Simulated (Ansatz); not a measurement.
Breaking the O3–H4 bond in FGeHO (SMILES [OH][Ge][F]) (multiplicity 1 held, fragments rigid). Energies count from the point at 0.965 Å.
Geometry at that point (charge 0, multiplicity 1):
```xyz
4

Ge     0.1077    -0.0493     0.4077
F      0.2474     1.3715    -0.6247
O     -0.6085    -1.0965    -0.8575
H     -0.8059    -1.9945    -0.5656
```

Signs of static correlation in cc-pVDZ, with CASSCF(4,3), from Ansatz (a program for electronic structure) runs.

```csv
R (Å),T1 of restricted CCSD,⟨S²⟩ of UHF,largest double amplitude of restricted CCSD,weight of the CASSCF reference in MRCISD,CASSCF natural occupations
0.772,0.018,0.000,0.083,0.904,2.00 1.99 0.01
0.868,0.019,0.000,0.082,0.904,2.00 1.99 0.01
0.965,0.019,0.000,0.082,0.903,2.00 1.98 0.02
1.061,0.020,0.000,0.081,0.902,2.00 1.97 0.03
1.158,0.020,0.000,0.081,0.902,2.00 1.96 0.04
1.302,0.021,0.000,0.081,0.901,2.00 1.93 0.07
1.447,0.023,[?],0.125,0.901,2.00 1.89 0.11
1.688,0.025,0.733,[?],0.902,2.00 1.77 0.23
1.929,0.029,0.899,0.314,0.902,2.00 1.61 0.39
2.219,0.037,0.970,0.304,0.903,2.00 1.41 0.59
2.605,0.042,0.999,0.546,0.903,2.00 1.22 0.78
3.087,0.041,1.008,0.693,0.903,2.00 1.10 0.90
```

Question: Fill in the missing entries.

Answer: 
- 1.447, ⟨S²⟩ of UHF: 0.280
- 1.688, largest double amplitude of restricted CCSD: 0.223

Doubts at one or more of the structures used: active orbitals that take no part (SC-NEVPT2 on CASSCF(4,3)/cc-pVDZ); a restricted determinant that unrestricted orbitals would lower (R-CCSD(T)/cc-pVDZ); other coupled-cluster roots lie near (R-CCSD(T)/cc-pVDZ); a spin-contaminated determinant (U-CCSD(T)/cc-pVDZ); T1 above 0.05 (U-CCSD(T)/cc-pVDZ).
